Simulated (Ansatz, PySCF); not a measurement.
Potential energy curve for SiC, triplet.

Computed with: UKS-PBE = Ansatz (an electronic-structure program) with unrestricted PBE/cc-pVTZ; UKS-r2SCAN = unrestricted r2SCAN/cc-pVTZ (PySCF); UCCSD(T) = CCSD(T) on UHF/cc-pVTZ, 6 core orbitals frozen (PySCF).

Energies relative to the lowest point of each curve near equilibrium, in kcal/mol; the last columns give the difference from UCCSD(T):

```csv
R / Å,UKS-PBE,UKS-r2SCAN,UCCSD(T),UKS-PBE − UCCSD(T),UKS-r2SCAN − UCCSD(T)
1.27,162.8,160.2,164.5,-1.7,-4.3
1.36,88.8,86.3,89.5,-0.7,-3.2
1.45,43.1,41.0,43.2,-0.2,-2.2
1.55,14.9,13.6,14.8,0.1,-1.2
1.60,7.1,6.2,7.0,0.1,-0.8
1.66,1.8,1.4,1.7,0.1,-0.3
1.71,0.0,0.0,0.0,0.0,0.0
1.77,0.2,0.7,0.4,-0.2,0.3
1.82,1.9,2.7,2.2,-0.3,0.5
1.89,5.9,7.0,6.4,-0.5,0.6
1.98,12.5,14.0,13.7,-1.2,0.3
2.12,21.5,26.1,26.7,-5.3,-0.6
2.30,35.3,41.4,43.4,-8.1,-2.0
2.56,56.0,60.1,64.1,-8.1,-4.0
2.85,76.3,76.3,81.2,-4.9,-4.9
3.04,84.5,84.5,88.4,-3.9,-3.9
3.43,96.4,96.7,95.7,0.7,1.0
3.74,102.8,101.8,97.9,4.9,3.9
4.16,108.6,105.4,99.1,9.5,6.3
4.58,111.5,107.3,99.6,11.8,7.7
5.09,113.0,108.5,99.9,13.1,8.6
6.00,114.3,109.4,100.1,14.2,9.3
6.91,114.6,109.6,100.1,14.5,9.5
```

UKS-PBE is furthest from UCCSD(T) at 6.91 (14.5 kcal/mol, above); its mean absolute difference over the points is 4.5 kcal/mol.

UKS-r2SCAN is furthest from UCCSD(T) at 6.91 (9.5 kcal/mol, above); its mean absolute difference over the points is 3.3 kcal/mol.

The unrestricted determinant behind UKS-PBE is spin-contaminated at 3.04 to 6.91 Å (<S²> up to 3.0, against 2.00 for a pure triplet). The unrestricted determinant behind UKS-r2SCAN is spin-contaminated at 1.82 to 6.91 Å (<S²> up to 3.0, against 2.00 for a pure triplet). The unrestricted determinant behind UCCSD(T) is spin-contaminated at 1.45 to 6.91 Å (<S²> up to 3.1, against 2.00 for a pure triplet).
